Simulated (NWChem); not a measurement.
Isomers of Si$_{2}$H$_{5}$O$_{2}$Cl, each optimised at B3LYP/6-31G* with NWChem, gas phase unless a solvent is named. Flexible species stand in one conformer each, which need not be the lowest. Pople sets run with spherical d functions. Relative energies count from the lowest isomer at each level and are electronic, without zero-point energy, on those geometries.

A: O[SiH](O)[SiH2]Cl
B: O[SiH2]O[SiH2]Cl
C: O[Si@@H](Cl)O[SiH3]
D: O[SiH2][Si@@H](O)Cl

Problem. Which isomer is lowest, and do the levels agree? Levels: B3LYP/6-31G*; PBE/def2-TZVP; B3LYP/def2-TZVP; M06-2X/def2-TZVP; TPSSh/def2-TZVP; LDA (Slater exchange, VWN5)/def2-TZVP; PW6B95/def2-TZVP.

Solution. All put C lowest.
```tsv
quantity	A	B	C	D
relative energy, B3LYP/6-31G* (kcal/mol)	31.9	1.2	0.0	34.6
relative energy, PBE/def2-TZVP (kcal/mol)	26.4	0.9	0.0	29.0
relative energy, B3LYP/def2-TZVP (kcal/mol)	32.9	1.1	0.0	35.4
relative energy, M06-2X/def2-TZVP (kcal/mol)	34.9	0.6	0.0	37.8
relative energy, TPSSh/def2-TZVP (kcal/mol)	33.2	1.0	0.0	35.8
relative energy, LDA (Slater exchange, VWN5)/def2-TZVP (kcal/mol)	27.4	1.2	0.0	30.4
relative energy, PW6B95/def2-TZVP (kcal/mol)	32.1	1.0	0.0	34.9
```
